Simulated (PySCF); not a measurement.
In(F)(Br)(NH2) (BrFH2InN), SMILES [NH2][In]([F])[Br]. Geometry: PBE0-D3(BJ)/def2-SVP. The structure was generated by enumeration; whether it is a known compound was not checked. The def2 effective core potentials stand for the cores of In; spin–orbit coupling is left out. The values are those of a single conformer.

Computed equilibrium geometry at PBE0-D3(BJ)/def2-SVP (PySCF confirms it by a frequency run) as bond lengths and angles (one conformer of several):
Atoms: In1 F2 Br3 N4 H5 H6. Bonded distances (Å): In1–F2 1.953, In1–Br3 2.461, In1–N4 2.014, N4–H5 1.017, N4–H6 1.018. Angles (°): F2–In1–Br3 115.2, F2–In1–N4 118.8, Br3–In1–N4 125.6, In1–N4–H5 115.1, In1–N4–H6 114.8, H5–N4–H6 109.3.
